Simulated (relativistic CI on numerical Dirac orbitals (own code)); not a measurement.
Hyperfine structure of Tm³⁴⁺, mass number 171

Computed by Dirac-Coulomb-Breit CI, orbitals from a KLI potential per configuration, QED by a radiative potential, unscaled Slater integrals (own radial code, finite nucleus).

CI space (outside the closed core [Ar] 3d10): 4s²4p⁵, 4s4p⁶, 4s²4p⁴4d, 4s4p⁵4d, 4s²4p⁴4f, 4s4p⁵4f, 4p⁶4d, 4s4p⁴4d², 4s²4p³4d4f, 4p⁶4f, 4p⁵4d², 4p⁴4d³, 4p⁴4d²4f. Double excitations out of closed p, d and f shells are left out; levels of such configurations are missing from the list, as are those of other unlisted configurations, and high levels can miss mixing partners.

Nuclear spin I = 1/2, μ = -0.23 μN (tables of Stone and Pyykkö). The electronic factors are computed for point nuclear moments, without core polarisation or the Bohr-Weisskopf and QED corrections.

```csv
Level,E (cm⁻¹),A (GHz)
4s²4p⁵ ²P°3/2,0,-19.68
4s²4p⁵ ²P°1/2,510481,-156.7
4s²4p⁴4d ²D3/2,1148398,-9.808
4s²4p⁴4d ⁴F9/2,1174550,-10.78
```

Levels with J = 0, under 50 % of one LS term, or S terms without an open s electron are left out. Small factors come from cancelling terms and can be off by tens of per cent or more.

At this charge energies of transitions that change n are usually good to better than 1 %, and those within a shell (Δn = 0) to a few per cent.

**Question.** Give the hyperfine levels of 4s²4p⁵ ²P°1/2 relative to its centre of gravity.

**Answer.** With K = F(F + 1) − I(I + 1) − J(J + 1), E = AK/2: F = 0: 117.5, F = 1: -39.17 GHz.

LS names give the leading component of a level, which can be under half, so a name can repeat, a term be missing and a line seem to break the LS rules.
